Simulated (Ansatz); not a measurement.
Reaction (ligand exchange at the Si–C bond): `FC([SiH3])[SiH2][SiH3]` + `[OH][In]([F])[SH]` → `[F][In]([SH])[O][SiH3]` + `FC[SiH2][SiH3]`

Gas-phase electronic energies from Ansatz, PBE0-D4/def2-TZVP geometries. CCSD(T)/CBS adds triple-zeta CCSD(T) − MP2 to the extrapolated MP2 energy (def2 sets, frozen cores). Functionals use def2-TZVPP. def2 core potentials past Kr. For In outer-core shells are correlated without core-valence functions, which leaves a few kJ/mol of doubt a bond. One conformer a species, not always the lowest.

```json
{"level": "ωB97M-V", "ΔE (kcal/mol)": "-25.9"}
{"level": "PBE", "ΔE (kcal/mol)": "-22.7"}
```

What does CCSD(T)/CBS give? (An estimate is asked.)

Computed: -26.9 kcal/mol. The listed levels differ from it by 1.0, 4.2 kcal/mol.

Largest T1 diagnostic among the species: 0.016.

From PBE to PBE0 (25 % exact exchange), in def2-TZVPP and without D4, ΔE moves by −2.4 kcal/mol. In def2-TZVPP, CCSD(T) changes the Hartree–Fock value by +7.4 kcal/mol (the triples alone add +1.1 kcal/mol) and MP2 by +6.9 kcal/mol.
